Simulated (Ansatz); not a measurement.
Input file for C$_{2}$H$_{6}$OSeSi (`C[Si]1([SeH])CO1`):

```yaml
crystal:
  periodic: [false, false, false]
  atoms:
    - {symbol: C, position_ang: [-1.716787, 0.329464, 0.165643]}
    - {symbol: Si, position_ang: [0.100989, -0.007032, 0.235918]}
    - {symbol: Se, position_ang: [0.612225, -0.911229, 2.242948]}
    - {symbol: C, position_ang: [1.179053, -0.147423, -1.201322]}
    - {symbol: O, position_ang: [1.141015, 1.109346, -0.400147]}
    - {symbol: H, position_ang: [-2.004598, 1.040656, 0.943533]}
    - {symbol: H, position_ang: [-2.290280, -0.588476, 0.311157]}
    - {symbol: H, position_ang: [-1.971721, 0.755406, -0.806559]}
    - {symbol: H, position_ang: [2.037735, -0.993812, 1.901859]}
    - {symbol: H, position_ang: [2.146665, -0.643252, -1.150061]}
    - {symbol: H, position_ang: [0.830905, -0.000546, -2.222371]}
basis:
  gaussian: {orbitals: def2-TZVPP}
correlation: {method: ccsd_t}
```

```sh
$ ansatz run in.yaml --threads 4 --pin off --events-out ev --progress --plain --max-ram 10444MiB
```

Log, shortened:

```
Functional definition: HF
1605 factors; integrals over basis functions are off by at most 9.3e-4 eV
mean field evaluation 1: about -77356.5835 eV, gradient 4.1e1 eV
mean field evaluation 2: about -77356.9396 eV, gradient 4.2e1 eV
mean field evaluation 4: about -77360.9945 eV, gradient 5.3e0 eV
mean field evaluation 8: about -77361.0912 eV, gradient 3.1e-1 eV
mean field evaluation 16: about -77361.0923 eV, gradient 2.2e-6 eV
mean field -77361.09229697 eV, -2842.9677046819 hartree, gradient 2.2e-6 eV, S^2 0.000000; 0 other end points of the search recorded, 0 dependent functions left out
17 core orbitals not correlated: weight in the atoms' cores, before any rotation towards them, 1.000 or more for the frozen orbitals, at most 0.000 for the correlated occupied ones
reference -77361.09229697 eV, -2842.9677046819 hartree; 20, 20 occupied and 230, 230 virtual orbitals, 1605 factors
second order -26.43250322 eV of doubles, -0.00000000 eV of singles
cycle   1  -26.56497929 eV  change   -1.3e-1 eV  update   1.1e-1
cycle   2  -27.22828183 eV  change   -6.6e-1 eV  update   3.4e-2
cycle   3  -27.36965943 eV  change   -1.4e-1 eV  update   1.8e-2
cycle   4  -27.35601236 eV  change    1.4e-2 eV  update   4.3e-3
cycle   5  -27.35483814 eV  change    1.2e-3 eV  update   2.1e-3
cycle   6  -27.35568606 eV  change   -8.5e-4 eV  update   6.6e-4
cycle   7  -27.35527623 eV  change    4.1e-4 eV  update   2.9e-4
cycle   8  -27.35523033 eV  change    4.6e-5 eV  update   8.5e-5
cycle   9  -27.35527522 eV  change   -4.5e-5 eV  update   3.4e-5
perturbative correction -1.13554606 eV, -0.0417305479 hartree
Total energy: -77389.58311824 eV, -2844.0147230520 hartree
```

Run time 7 min (4 threads of an Intel Xeon on a shared host); peak host memory 6.8 GiB.

The correlation energy is -28.491 eV, 4.0 % of it from (T); the T1 diagnostic reads 0.0113.
